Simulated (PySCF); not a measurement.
Job file and geometry (Å, from GFN2-xTB) of an NMR shielding run on 3-chlorothiophenol (SMILES Clc1cccc(S)c1), PySCF 2.14.0, density-fitted response routines, GIAO PBE0/pcSseg-1 NMR shielding, non-relativistic, gas phase; density fitting, a coarse starting grid and PySCF grid level 2 are the driver's defaults:

```
$ OMP_NUM_THREADS=1 python probes_run.py task.json out

{"job": {"kind": "nmr", "xc": "PBE0", "basis": "pcSseg-1"}, "charge": 0, "multiplicity": 1}
S      2.862617    -0.211631    -0.025285
C      1.098897    -0.146959    -0.008200
C      0.394264    -1.345174     0.034204
C     -0.986768    -1.325574     0.050732
C     -1.678893    -0.125936     0.021504
C     -0.963513     1.059475    -0.023351
Cl    -1.806546     2.567881    -0.068687
C      0.420984     1.064325    -0.036165
H      3.056078     1.105470    -0.064415
H      0.933448    -2.279576     0.054419
H     -1.534413    -2.254547     0.086057
H     -2.756561    -0.108437     0.030811
H      0.956018     2.001170    -0.069353
```

Problem. Write the output of this run.

Solution. 
```
coarse grid: 12864 points
cycle   1  E = -1089.3216526658  dE =  1.447e+00  |g| = 3.480e-01  |ddm| = 3.892e+00
cycle   2  E = -1089.3120160251  dE =  9.637e-03  |g| = 4.147e-01  |ddm| = 8.597e-01
cycle   3  E = -1089.3530570567  dE = -4.104e-02  |g| = 8.914e-02  |ddm| = 4.505e-01
cycle   4  E = -1089.3550578973  dE = -2.001e-03  |g| = 3.489e-02  |ddm| = 1.387e-01
cycle   5  E = -1089.3553522838  dE = -2.944e-04  |g| = 1.117e-02  |ddm| = 4.867e-02
cycle   6  E = -1089.3553839427  dE = -3.166e-05  |g| = 1.694e-03  |ddm| = 1.461e-02
cycle   7  E = -1089.3553841799  dE = -2.372e-07  |g| = 1.229e-03  |ddm| = 3.125e-03
final grid: 117600 points
cycle   8  E = -1089.4043204394  dE = -3.316e-05  |g| = 8.543e-03  |ddm| = 5.189e-02
cycle   9  E = -1089.4043036349  dE =  1.680e-05  |g| = 1.147e-02  |ddm| = 2.407e-02
cycle  10  E = -1089.4043383595  dE = -3.472e-05  |g| = 1.496e-03  |ddm| = 1.514e-02
cycle  11  E = -1089.4043388420  dE = -4.825e-07  |g| = 5.490e-04  |ddm| = 2.113e-03
cycle  12  E = -1089.4043389266  dE = -8.463e-08  |g| = 8.893e-05  |ddm| = 6.865e-04
cycle  13  E = -1089.4043389283  dE = -1.733e-09  |g| = 2.916e-05  |ddm| = 1.292e-04
cycle  14  E = -1089.4043389285  dE = -1.628e-10  |g| = 1.276e-05  |ddm| = 3.836e-05
converged SCF energy = -1089.4043389285

GIAO shielding tensors (ppm)
atom      isotropic    diamagn.    paramagn.     s11        s22        s33       span
  0 S      500.782    1054.257    -553.474    311.772    390.944    799.630    487.857
  1 C       42.149     261.950    -219.800    -49.936     23.609    152.776    202.712
  2 C       59.356     250.374    -191.019    -42.600     48.797    171.870    214.471
  3 C       51.548     253.949    -202.402    -56.296     37.344    173.595    229.891
  4 C       57.246     249.339    -192.092    -37.761     48.639    160.861    198.621
  5 C       40.401     254.671    -214.270    -58.012     54.263    124.951    182.963
  6 Cl     708.789    1145.810    -437.021    542.870    578.839   1004.658    461.788
  7 C       54.849     249.340    -194.491    -34.912     64.898    134.561    169.473
  8 H       28.017      29.298      -1.282     20.822     27.651     35.576     14.754
  9 H       24.547      30.959      -6.412     20.493     24.062     29.085      8.592
 10 H       24.296      29.824      -5.528     20.915     25.201     26.772      5.857
 11 H       24.529      30.319      -5.790     20.463     24.294     28.828      8.365
 12 H       24.471      32.356      -7.885     19.175     22.966     31.273     12.098
```

Problem. Turn these shieldings into chemical shifts. Referencing at the same level of theory: CS2 for 33S (503.73 ppm); TMS for 13C (186.93 ppm) and 1H (31.72 ppm); HCl for 35Cl (949.78 ppm).

Solution. Averaging equivalent atoms: S 0: 3; C 5: 146.5; C 1: 144.8; C 3: 135.4; C 7: 132.1; C 4: 129.7; C 2: 127.6; Cl 6: 241; H 10: 7.42; H 12: 7.25; H 11: 7.19; H 9: 7.17; H 8: 3.70 ppm. 

Size and cost of the density-fitted run: 175 basis functions, 50 s wall time on 1 thread of an Arm Neoverse N1, shared host.
